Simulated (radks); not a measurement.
Fractional charge and spin in the 5p shell of thulium: the spin-up occupation runs from 2 to 3 and the spin-down occupation from 2 to 3; the fullest corner is Tm+, [Kr] 4d10 4f(up 6.5, down 6.5) 5s2 6s(up 0.5, down 0.5) 5p(up 3, down 3). Method: scalar-relativistic Kohn-Sham, PBE, spin-polarised, spherical densities, point nucleus; computed with a radial shooting solver on a logarithmic mesh with Libxc functionals. Energy (eV) above the fullest corner. The planes named below are the two flat planes that join the four corners, with an edge along up + down = one added electron.

| down \ up | 2 | 2.5 | 3 |
|---|---|---|---|
| 2 | 92.959 | 64.624 | 39.620 |
| 2.5 | 64.624 | 39.844 | 18.275 |
| 3 | 39.620 | 18.275 | 0.000 |

Corners above the fullest one (they belong to Tm2+ and the next ion): (up 3, down 2) 39.620 eV, (up 2, down 3) 39.620 eV, (up 2, down 2) 92.959 eV. With half an added electron in each spin the energy lies 0.224 eV from the planes, and with half an added electron in spin up alone -1.666 eV. The planes are only a guide here: the flat-plane condition holds for ground states with one frontier orbital, while this shell lies below other occupied shells, so the corners above the fullest one are inner-hole states and not the ground states of those ions.
